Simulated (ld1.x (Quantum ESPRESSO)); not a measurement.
# silicon: one change to a TM potential, before and after

```
Element                 : silicon
Generator               : ld1.x (Quantum ESPRESSO) 7.5
Type                    : norm-conserving Troullier–Martins (Kleinman–Bylander form)
Functional              : BLYP
Relativity              : scalar-relativistic
Frozen core             : [Ne]
Valence charge          : 4
Reference configuration : 3s2 3p2
Partial waves           : 3p (bound): rc 1.50 bohr; 3s (bound): rc 1.40 bohr
Local potential         : the s channel
Core correction         : Bessel-smoothed model core inside 1.10 bohr
```

All-electron outer shells of the reference configuration (BLYP, scalar-relativistic, ld1.x):

| shell | level (eV) | outermost node (bohr) | outermost maximum (bohr) |
| --- | --- | --- | --- |
| 2s | -139.30 | 0.15 | 0.45 |
| 2p | -95.56 | – | 0.39 |
| 3s | -10.68 | 0.72 | 1.77 |
| 3p | -3.93 | 0.72 | 2.14 |

Change: core correction Bessel-smoothed model core inside 1.40 bohr.

Cutoffs: the cutoffs (Ry, on a coarse ladder) from which the occupation-weighted sum of valence levels, in a spherical-Bessel basis at the reference potential, stays within 10 and 1 mRy of its value at 400 Ry; they do not see the model core or the augmentation charge, which bear on the density cutoff. Errors are all-electron minus pseudo energies relative to the spin-unpolarised reference configuration.

Predict the effect on cutoff, ghosts and configuration errors.

The potential gets neither clearly harder nor softer (35 Ry and 80 Ry → 35 Ry and 80 Ry); of the 7 tests that both files solve, the error grows in 4 and shrinks in 0 by more than 15 % and 0.3 meV (median size 3.1 → 6.0 meV); neither file shows a bound ghost. A wider model core is smoother and lowers the density cutoff, which this test does not measure.

```tsv
quantity	base	changed
cutoff, loose	35 Ry	35 Ry
cutoff, tight	80 Ry	80 Ry
bound ghosts	none	none
error for 3s2 3p1, meV [ΔE 7.59 eV]	+3.1	+3.3
error for 3s2 3p0, meV [ΔE 23.48 eV]	+17	+19
error for 3s1 3p0, meV [ΔE 57.48 eV]	+47	+70
error for 3s0 3p4, meV [ΔE 13.88 eV]	+1.9	+6.0
error for 3s1 3p2, meV [ΔE 15.04 eV]	+7.7	+9.6
error for 3s1 3p3, meV [ΔE 6.85 eV]	+0.3	+1.3
error for 3s2 3p2.3, meV [ΔE -0.89 eV]	+0.2	+0.2
s: phases at 1.66 bohr within 0.05 rad from the reference energy up to (Ry; the scan ends near 5)	3.3	3.3
p: phases at 1.66 bohr within 0.05 rad from the reference energy up to (Ry; the scan ends near 5)	0.9	0.9
```
